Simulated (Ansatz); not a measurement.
Basis-set extrapolation for B$_{2}$H$_{8}$N$_{2}$ (`[BH2-]1[NH2+][BH2-][NH2+]1`) (PBE0-D4/def2-TZVP geometry, frozen core, Ansatz). Multiplicity 1, RHF reference.

```json
{"": "HF", "def2-TZVPP": "-163.067098", "def2-QZVPP": "-163.075021"}
{"": "MP2 correlation", "def2-TZVPP": "-0.679970", "def2-QZVPP": "-0.724092"}
{"": "CCSD(T) correlation", "def2-TZVPP": "-0.747719", "def2-QZVPP": "not run"}
```

Energies in hartree. Use E(X) = E(∞) + A·exp(−7.88·√X) for Hartree–Fock and E(X) = E(∞) + B·X^(−2.97) for correlation, with X = 3 and 4, and add CCSD(T) minus MP2 of the smaller set to the MP2 limit.

Question: What is the CCSD(T) energy at the basis-set limit?

Answer: HF limit: -163.075021 + (-0.007923) × 0.13774 = -163.07611. MP2 limit: -0.724092 + (-0.044122) × 0.74074 = -0.75677. Higher-order term: -0.747719 − (-0.679970) = -0.06775. Total: -163.90063 hartree, 225.3 kJ/mol below CCSD(T)/def2-TZVPP.
